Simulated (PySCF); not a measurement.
PySCF job for CH3O3S, SMILES CS(=O)(=O)[O-], charge -1, PBE/pcSseg-1. Coordinates come from a PBE0-D3(BJ)/def2-SVPD optimisation.

```python
import numpy as np
from pyscf import gto, scf, dft
from pyscf.prop.nmr import rks as nmr

mol = gto.M(
    atom='''
    O    -1.24816876    0.72063057   -0.54273512
    S    -0.00000000   -0.00000000   -0.17039494
    O     0.00000000   -1.44126114   -0.54273514
    O     1.24816877    0.72063058   -0.54273512
    C     0.00000000   -0.00000001    1.63609913
    H    -0.90270562   -0.52117734    1.97845576
    H     0.00000000    1.04235465    1.97845577
    H     0.90270562   -0.52117734    1.97845576
    ''',
    basis='pcSseg-1',
    charge=-1,
    spin=0,
    max_memory=1600,
    verbose=3,
)
mf = dft.RKS(mol, xc='pbe')
mf.grids.level = 3
mf.conv_tol = 1e-10
mf.max_cycle = 100
mf.kernel()
n = nmr.NMR(mf)
n.verbose = 2
n.max_cycle_cphf = 60
sigma = n.kernel()
print('atom   isotropic/ppm   span/ppm')
for i, s in enumerate(sigma):
    w = np.linalg.eigvalsh((s + s.T) / 2)
    print(f'{mol.atom_symbol(i):2s}{i + 1:3d} {w.mean():14.3f} {w[2] - w[0]:11.3f}')
```

Output:

```
converged SCF energy = -663.308500657674
atom   isotropic/ppm   span/ppm
O   1         75.017      88.458
S   2        171.650     260.196
O   3         75.016      88.463
O   4         75.017      88.458
C   5        134.568      67.278
H   6         29.355       6.132
H   7         29.355       6.132
H   8         29.355       6.132
```

The calculation finished and met its thresholds.
